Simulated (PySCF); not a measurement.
Species: C₂H₆F₂Si₂.
InChI=1S/C2H6F2Si2/c3-2(4)5-1-6-2/h1,5-6H2

Theory: PySCF, PBE0-D3(BJ)/def2-SVP geometry optimisation, gas phase.

Masses are those of the commonest isotopes; rigid-rotor values at the optimised geometry. 

Question: What are A, B and C (GHz)?

Answer: Ia = 178.07, Ib = 237.11, Ic = 307.80 u·Å²; 505379 MHz·u·Å²/I gives 2838, 2131 and 1642 MHz, that is A = 2.8381, B = 2.1314, C = 1.6419 GHz.

Question: Classify the top.

Answer: An asymmetric top. Ray's parameter κ = (2B − A − C)/(A − C) = -0.182; −1 is the prolate and +1 the oblate limit.

Question: What does the inertial defect say?

Answer: Not planar: Δ = Ic − Ia − Ib = -107.38 u·Å². For a rigid frame Δ = −2 Σ m c², so Σ m c² = 53.69 u·Å² lies off the ab plane: 7.70 from hydrogen and 45.99 from heavier atoms. The atom farthest from that plane is 1.27 Å away.

Question: Give the coordinates in the principal-axis frame, origin at the centre of mass.

Answer: The sense of each axis is arbitrary; atoms in the order of the calculation.
```
atom  mass (u)   a (Å)   b (Å)   c (Å)
  F1    18.998   1.513   0.001   1.124
  C2    12.000   0.746  -0.002  -0.004
  F3    18.998   1.583  -0.006  -1.076
 Si4    27.977  -0.645   1.368  -0.021
  C5    12.000  -1.971   0.004   0.026
 Si6    27.977  -0.652  -1.366  -0.018
  H7     1.008  -0.618   2.246   1.186
  H8     1.008  -0.651   2.183  -1.273
  H9     1.008  -2.649   0.000  -0.841
 H10     1.008  -2.586   0.009   0.939
 H11     1.008  -0.628  -2.253   1.184
 H12     1.008  -0.662  -2.175  -1.273
```

Question: Which lines would a microwave search look for?

Answer: The dipole components are |μa| = 2.48 D, |μb| = 0.00 D, |μc| = 0.02 D. The squared components, which scale the intensities, stand as 1.00 : 0.00 : 0.00 (a : b : c). Some of the stronger lines:

| type | branch | J(Ka,Kc) | MHz | lower level (cm⁻¹) |
| --- | --- | --- | --- | --- |
| a | Q | 1(1,0) ← 1(1,1) | 490 | 0.149 |
| a | Q | 2(1,1) ← 2(1,2) | 1469 | 0.385 |
| a | R | 1(0,1) ← 0(0,0) | 3773 | 0.000 |
| a | R | 2(1,2) ← 1(1,1) | 7057 | 0.149 |
| a | R | 2(0,2) ← 1(0,1) | 7366 | 0.126 |
| a | R | 2(1,1) ← 1(1,0) | 8036 | 0.166 |

Not checked by PBE0-D3(BJ)/def2-SVP frequencies. No vibrational averaging or centrifugal distortion is included, and the geometry carries the error of its method.
